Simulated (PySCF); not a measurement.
# Electron correlation in S⁺ (sulfur, charge +1)

[Ne] 3s2 3p2 4s1, high-spin 4P determinant (an excited configuration). Computed with PySCF 2.14 in aug-cc-pV(Q+d)Z, with the non-relativistic Hamiltonian (point nucleus). Frozen: [Ne]; 5 electrons correlated.

| level | correlation energy (mhartree) |
| --- | --- |
| CCSD | -105.82 |
| (T) | -3.81 |
| CCSD(T) | -109.63 |

Diagnostics: T1 = 0.016, D1 = 0.0445, largest double amplitude 0.099.

The outer electron is Rydberg-like, and this basis confines it to a smaller radius and binds it less than a complete one would.

Cost of the coupled-cluster step: of the order of 28 core-seconds, for 5 correlated electrons.
